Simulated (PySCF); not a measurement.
Zn(SeH)(OSiH3) (H4OSeSiZn), SMILES [SiH3][O][Zn][SeH]. Atoms are numbered in the order given.

```xyz
8

Zn     0.0688     0.0989    -0.1688
Se    -1.0217     0.9978     1.6295
H     -2.2841     0.3523     1.2111
O      0.9387    -0.5036    -1.5957
Si     1.5772    -1.8748    -2.2430
H      0.5115    -2.8513    -2.6379
H      2.4857    -2.5784    -1.2801
H      2.3703    -1.5399    -3.4623
```

Geometry optimised at B3LYP-D3(BJ)/def2-SVP. The structure was generated by enumeration; whether it is a known compound was not checked. Other conformers were not sampled.

Two levels are set side by side: PBE/pcSseg-1 (PySCF) and PBE0/pcSseg-1 (PySCF). GIAO shifts against H2O (¹⁷O), Me2Se (⁷⁷Se), TMS (²⁹Si), TMS (¹H) at the same level; non-relativistic, no solvent, atoms listed together averaged. Differences are taken from unrounded values.

```json
[
 {"quantity": "δ(⁷⁷Se) of Se2 (ppm)", "PBE": "-674.5"},
 {"quantity": "δ(¹H) of H3 (ppm)", "PBE": "-0.08"},
 {"quantity": "δ(¹⁷O) of O4 (ppm)", "PBE": "42.2"},
 {"quantity": "δ(²⁹Si) of Si5 (ppm)", "PBE": "-36.8"}
]
```

Problem. These are the PBE values. What does PBE0 give? (An estimate is asked for; the answer gives what the named calculation found.)

Solution. 
```json
[
 {"quantity": "δ(⁷⁷Se) of Se2 (ppm)", "PBE0": "-665.4", "PBE minus PBE0": "-9.1"},
 {"quantity": "δ(¹H) of H3 (ppm)", "PBE0": "-0.04", "PBE minus PBE0": "-0.04"},
 {"quantity": "δ(¹⁷O) of O4 (ppm)", "PBE0": "16.7", "PBE minus PBE0": "25.5"},
 {"quantity": "δ(²⁹Si) of Si5 (ppm)", "PBE0": "-36.4", "PBE minus PBE0": "-0.4"}
]
```

Rough cost on one machine, each run with all the roots and properties that it gave: PBE0 against PBE within a factor of 2.
